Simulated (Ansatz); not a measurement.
Consider the ligand exchange at the Al–C bond: `[CH3][AlH][O][SiH3]` + HBr → `[SiH3][O][AlH][Br]` + CH₄.

Computed with Ansatz on PBE0-D4/def2-TZVP structures; ΔE is electronic, products minus reactants. CCSD(T)/CBS is the MP2 limit (def2-TZVPP, def2-QZVPP) plus CCSD(T) − MP2 in def2-TZVPP, frozen cores. This one scheme is used for every species. Functionals use def2-TZVPP. For Br outer-core shells are correlated without core-valence functions, which leaves a few kJ/mol of doubt a bond. Scalar relativity is left out up to krypton. Each species was taken in one conformer, which may not be the lowest.

Problem. Is it downhill or uphill in electronic energy at CCSD(T)/CBS, and by how much? (An estimate is asked.)

Solution. Computed: Downhill: ΔE = -41.4 kcal/mol.

Problem. What do these levels give: CAM-B3LYP-D4, PBE, RPA@PBE/def2-TZVPP, SCS-MP2/def2-QZVPP, MP2/CBS(def2), CCSD/CBS(def2)? (Estimate.)

Solution. The calculation gave: CAM-B3LYP-D4 -40.4, PBE -39.2, RPA@PBE/def2-TZVPP -39.3, SCS-MP2/def2-QZVPP -42.1, MP2/CBS(def2) -42.8, CCSD/CBS(def2) -41.7 kcal/mol.

Largest T1 diagnostic among the species: 0.011.

From BLYP to BHLYP (50 % exact exchange), in def2-TZVPP and without D4, ΔE moves by −2.8 kcal/mol. Leaving LDA and LC-ωPBE aside and taking each functional with its dispersion term where it has one, the values, not all of them listed here, spread over 3.6 kcal/mol, from BHLYP-D4 to revPBE-D4. LDA lies +1.3 kcal/mol from PBE without D4. In def2-TZVPP, CCSD(T) changes the Hartree–Fock value by +4.0 kcal/mol (the triples alone add +0.3 kcal/mol) and MP2 by +2.7 kcal/mol.
